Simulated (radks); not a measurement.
Values are calculated unless marked as measured or tabulated.
Task: Code: a radial shooting solver on a logarithmic mesh with Libxc functionals. Model: scalar-relativistic Kohn-Sham, BLYP, spin-unpolarised, spherical densities, point nucleus. Each species is in its NIST ground configuration. Rank Ir, Pt, Re, Hg, W, Ta, Os, Hf, Lu, Au by Delta-SCF ionisation energy (eV), largest first.

Result: Hg 10.696, Ir 9.847, Os 9.531, Au 9.468, Pt 9.241, Re 9.190, W 8.815, Ta 8.394, Hf 6.376, Lu 5.149.
